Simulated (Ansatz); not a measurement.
Total energies of `C[CH2][Zn][NH2]`.

```
atom    x (Å)    y (Å)    z (Å)
  C1   1.5806   0.9056   0.0497
  C2   0.7918  -0.2321   0.6953
 Zn3  -0.9748  -0.5480  -0.0409
  N4  -2.6477  -0.9347  -0.6532
  H5   1.0628   1.8642   0.1392
  H6   2.5659   1.0294   0.5121
  H7   1.7475   0.7334  -1.0169
  H8   0.6741  -0.0473   1.7688
  H9   1.3535  -1.1698   0.6209
 H10  -2.7578  -1.3258  -1.5775
 H11  -3.3959  -0.2748  -0.4975
```

Charge 0, multiplicity 1. For Zn the d shell is correlated and the shells below it are frozen. Scalar relativity is left out up to krypton. The geometry is a stationary point of PBE0-D4/def2-TZVP. It is one conformer, not always the lowest. Basis def2-TZVPP, Ansatz 0.2.0.

RPA on PBE orbitals: Hartree–Fock energy of these orbitals -1912.03909 Eh, correlation -1.60553 Eh (frozen core).

| functional | kind | energy without D4 (Eh) | D4 term (kJ/mol) |
| --- | --- | --- | --- |
| LDA (SPW92) | LDA | -1910.51878 | – |
| PBE | GGA | -1914.18075 | -15.8 |
| revPBE | GGA | -1914.46956 | -52.1 |
| B97M-V | meta-GGA with VV10 | -1914.26356 | – |
| r2SCANh | meta-GGA hybrid, 10 % | -1914.51119 | -4.2 |
| BHLYP | global hybrid, 50 % | -1914.49789 | -18.8 |
| LC-ωPBE | long-range corrected hybrid | -1914.32284 | – |
| ωB97X-V | range-separated hybrid GGA with VV10 | -1914.41949 | – |
| ωB97M-V | range-separated hybrid meta-GGA with VV10 | -1914.45693 | – |
| B2PLYP | double hybrid | -1914.22813 | – |

Q: Give the same for BLYP, r2SCAN, PBE0, B3LYP, r2SCAN0, HSE06 (plane-wave form), CAM-B3LYP, PBE-QIDH. (An estimate is asked.)

A: Computed: 
```tsv
functional	kind	energy without D4 (Eh)	D4 term (kJ/mol)
BLYP	GGA	-1914.64878	-35.2
r2SCAN	meta-GGA	-1914.53352	-4.0
PBE0	global hybrid, 25 % exact exchange	-1914.21542	-13.3
B3LYP	global hybrid, 20 %	-1914.69032	-25.4
r2SCAN0	meta-GGA hybrid, 25 %	-1914.47955	-4.6
HSE06 (plane-wave form)	screened hybrid	-1914.20559	-12.3
CAM-B3LYP	range-separated hybrid	-1914.67068	-13.4
PBE-QIDH	double hybrid	-1913.95171	–
```

B3LYP takes the VWN-RPA correlation (the form of Gaussian; ORCA's B3LYP/G). HSE06 is the plane-wave form, built on full-range PBE exchange. The double hybrids freeze the cores in their second-order part.

LC-ωPBE has ω = 0.4 bohr⁻¹.
